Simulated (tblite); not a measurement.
C₃H₁₀F₂OSi₃.
Atom-mapped SMILES: `[OH:1][CH2:2][C:3]([F:4])([F:5])[Si@@H:6]1[CH2:7][SiH2:8][SiH2:9]1` (hydrogens: H10 on O1; H11, H12 on C2; H13 on Si6; H14, H15 on C7; H16, H17 on Si8; H18, H19 on Si9)

Computed with GFN2-xTB (tblite), gas phase: L-BFGS steps from a force-field or distance-geometry start until the largest atomic force falls under 0.01 eV/Å.

Step 59: E = -821.3357 eV
```
atom  x, y, z in Å  |  force x, y, z in eV/Å
O1      2.4464   -0.3348    1.1022    0.009   0.032  -0.020
C2      2.5911    0.2262   -0.1774    0.007  -0.004  -0.010
C3      1.2244    0.5523   -0.7550    0.003   0.020  -0.002
F4      1.3636    0.9556   -2.0551   -0.002   0.008  -0.010
F5      0.7400    1.6714   -0.0966    0.008   0.014   0.017
Si6    -0.0668   -0.8857   -0.5608   -0.030  -0.021  -0.033
C7     -1.7109   -0.0821   -1.1753    0.015  -0.005  -0.023
Si8    -2.5654    0.4379    0.4775    0.003  -0.011   0.038
Si9    -0.9645   -0.8831    1.5983    0.003  -0.005   0.002
H10     2.0926    0.3455    1.6874    0.016  -0.016   0.023
H11     3.2271    1.1226   -0.1634   -0.004  -0.029   0.019
H12     3.0605   -0.5326   -0.8052    0.007  -0.004  -0.008
H13     0.5036   -1.9176   -1.4408   -0.006   0.008  -0.003
H14    -2.3232   -0.8026   -1.7157    0.023  -0.017  -0.005
H15    -1.5609    0.7485   -1.8619    0.002  -0.003  -0.017
H16    -3.9864    0.0701    0.4948   -0.024  -0.002   0.000
H17    -2.5111    1.8894    0.6702   -0.009   0.005   0.010
H18    -1.3866   -2.2189    2.0440   -0.012   0.017   0.013
H19    -0.1834   -0.3528    2.7254   -0.009   0.013   0.008
```

Step 60: E = -821.3360 eV
```
atom  x, y, z in Å  |  force x, y, z in eV/Å
O1      2.4484   -0.3404    1.1004    0.006   0.026  -0.020
C2      2.5915    0.2258   -0.1772    0.005  -0.002  -0.002
C3      1.2250    0.5531   -0.7541   -0.002   0.014  -0.008
F4      1.3661    0.9535   -2.0549   -0.005   0.012  -0.019
F5      0.7407    1.6741   -0.0990    0.013   0.005   0.020
Si6    -0.0666   -0.8847   -0.5604   -0.042  -0.020  -0.040
C7     -1.7116   -0.0816   -1.1760    0.020  -0.006  -0.015
Si8    -2.5679    0.4377    0.4775    0.023  -0.021   0.022
Si9    -0.9645   -0.8809    1.5989   -0.001   0.002  -0.005
H10     2.0948    0.3371    1.6891    0.017  -0.016   0.020
H11     3.2257    1.1232   -0.1590    0.004  -0.030   0.013
H12     3.0610   -0.5302   -0.8088    0.005   0.007   0.002
H13     0.5012   -1.9165   -1.4430   -0.006   0.017   0.007
H14    -2.3222   -0.8035   -1.7174    0.028   0.000   0.003
H15    -1.5602    0.7497   -1.8620   -0.007  -0.016  -0.010
H16    -3.9874    0.0662    0.4948   -0.032  -0.003   0.000
H17    -2.5161    1.8892    0.6708   -0.010   0.003   0.009
H18    -1.3823   -2.2166    2.0478   -0.014   0.013   0.014
H19    -0.1855   -0.3459    2.7250   -0.005   0.014   0.011
```

Step 61: E = -821.3364 eV
```
atom  x, y, z in Å  |  force x, y, z in eV/Å
O1      2.4505   -0.3494    1.0967    0.000   0.010  -0.009
C2      2.5922    0.2253   -0.1769   -0.002   0.001   0.003
C3      1.2261    0.5543   -0.7538   -0.010   0.003  -0.016
F4      1.3703    0.9509   -2.0554   -0.012   0.017  -0.024
F5      0.7417    1.6777   -0.1029    0.020  -0.008   0.020
Si6    -0.0671   -0.8833   -0.5606   -0.039  -0.008  -0.035
C7     -1.7122   -0.0808   -1.1769    0.015  -0.001   0.000
Si8    -2.5713    0.4367    0.4780    0.033  -0.027  -0.004
Si9    -0.9641   -0.8772    1.5994   -0.001   0.008  -0.010
H10     2.0977    0.3228    1.6919    0.019  -0.014   0.013
H11     3.2236    1.1240   -0.1511    0.018  -0.024   0.003
H12     3.0629   -0.5257   -0.8142    0.004   0.017   0.012
H13     0.4974   -1.9159   -1.4446   -0.002   0.020   0.011
H14    -2.3203   -0.8037   -1.7204    0.028   0.016   0.009
H15    -1.5594    0.7519   -1.8615   -0.015  -0.026  -0.004
H16    -3.9897    0.0601    0.4952   -0.028  -0.001  -0.001
H17    -2.5247    1.8888    0.6715   -0.009  -0.005   0.006
H18    -1.3751   -2.2127    2.0538   -0.018   0.008   0.015
H19    -0.1885   -0.3346    2.7244   -0.001   0.014   0.011
```

Problem. Estimate the geometry and energy of step 62. (The exact step hangs on the optimiser's Hessian estimate; all steps are aligned on step 61, rigid shifts and turns removed.)

Solution. E = -821.3368 eV, largest force 0.039 eV/Å
```
atom  x, y, z in Å  |  force x, y, z in eV/Å
O1      2.4520   -0.3581    1.0929   -0.004  -0.010   0.002
C2      2.5927    0.2251   -0.1766   -0.009   0.003   0.005
C3      1.2271    0.5552   -0.7542   -0.012  -0.007  -0.020
F4      1.3747    0.9492   -2.0565   -0.019   0.019  -0.022
F5      0.7427    1.6804   -0.1063    0.022  -0.016   0.017
Si6    -0.0682   -0.8821   -0.5618   -0.020   0.009  -0.019
C7     -1.7125   -0.0800   -1.1777    0.002   0.005   0.013
Si8    -2.5742    0.4351    0.4784    0.023  -0.023  -0.022
Si9    -0.9634   -0.8733    1.5995    0.002   0.008  -0.007
H10     2.1007    0.3089    1.6946    0.018  -0.008   0.008
H11     3.2219    1.1246   -0.1432    0.026  -0.014  -0.006
H12     3.0653   -0.5208   -0.8189    0.005   0.020   0.016
H13     0.4940   -1.9160   -1.4448    0.004   0.016   0.008
H14    -2.3184   -0.8032   -1.7233    0.020   0.020   0.010
H15    -1.5592    0.7538   -1.8609   -0.019  -0.025  -0.003
H16    -3.9925    0.0546    0.4961   -0.012   0.001  -0.003
H17    -2.5332    1.8881    0.6720   -0.008  -0.017   0.003
H18    -1.3681   -2.2086    2.0596   -0.021   0.005   0.015
H19    -0.1912   -0.3237    2.7238    0.002   0.014   0.007
```

The energy changes by -0.0003 eV. The first-order estimate −F·Δx gives -0.0005 eV and the mean of the old and new forces, exact on a quadratic surface, -0.0003 eV. The step makes an angle of 82° with the force vector and moves no atom by more than 0.014 Å.

The cost below is that of the whole relaxation. Time: 2.5 s. Hardware: one thread, Arm Neoverse N1 (aarch64), shared host with 64 logical CPUs at a one-minute load of 57.
